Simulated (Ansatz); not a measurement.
The cluster Mg₃N₂. Charge 0, multiplicity 3. Geometry PBE-D4/def2-SVP.

```tsv
atom	x (Å)	y (Å)	z (Å)
Mg1	-0.976	1.158	0.837
Mg2	-0.693	-1.571	-0.445
Mg3	1.681	0.400	-0.402
N4	-0.308	0.390	-0.878
N5	0.297	-0.377	0.887
```

HSE06 is defined as in plane-wave codes, on full-range PBE exchange. At PBE-D4/def2-TZVP the gap within one spin of the charge 0 triplet nearly closes, so an electron or hole may be smeared out by delocalisation error. At PBE0-D4/def2-TZVP a quintet of charge 0 lies 0.94 eV below the triplet, each at its own geometry. The structure comes from a short search, and lower isomers may exist.

**Question.** Estimate the α-spin orbital energies around the gap (eV) in Ansatz with PBE-D4/def2-TZVP, PBE0-D4/def2-TZVP, HSE06-D4/def2-TZVP, CAM-B3LYP-D4/def2-TZVP, ωB97X-V/def2-TZVP.

**Answer.** 
```
orbital  PBE-D4/def2-TZVP  PBE0-D4/def2-TZVP  HSE06-D4/def2-TZVP  CAM-B3LYP-D4/def2-TZVP  ωB97X-V/def2-TZVP
HOMO−13            -46.34             -50.31              -49.91                  -51.58             -52.29
HOMO−12            -46.23             -50.23              -49.83                  -51.50             -52.20
HOMO−11            -46.22             -50.22              -49.82                  -51.48             -52.19
HOMO−10            -46.22             -50.21              -49.82                  -51.48             -52.19
 HOMO−9            -46.22             -50.21              -49.81                  -51.48             -52.18
 HOMO−8            -17.92             -20.37              -19.96                  -21.87             -23.25
 HOMO−7            -14.69             -16.92              -16.51                  -18.36             -19.68
 HOMO−6             -7.02              -8.34               -7.94                   -9.74             -10.84
 HOMO−5             -7.01              -8.23               -7.83                   -9.57             -10.66
 HOMO−4             -6.23              -7.06               -6.67                   -8.15              -9.14
 HOMO−3             -4.49              -5.64               -5.24                   -6.97              -7.96
 HOMO−2             -4.46              -5.56               -5.17                   -6.87              -7.93
 HOMO−1             -4.44              -5.00               -4.65                   -5.80              -6.43
   HOMO             -3.27              -3.82               -3.49                   -4.60              -5.30
   LUMO             -3.43              -3.10               -3.40                   -2.42              -1.65
 LUMO+1             -1.65              -0.92               -1.26                    0.01               0.72
 LUMO+2             -1.47              -0.64               -1.00                    0.35               1.16
 LUMO+3             -1.27              -0.63               -0.98                    0.45               1.26
 LUMO+4             -0.32               0.60                0.24                    1.66               2.49
 LUMO+5              0.21               0.89                0.52                    2.00               2.67
 β HOMO             -4.33              -5.46               -5.06                   -6.76              -7.78
 β LUMO             -3.52              -2.87               -3.21                   -2.36              -1.74
```
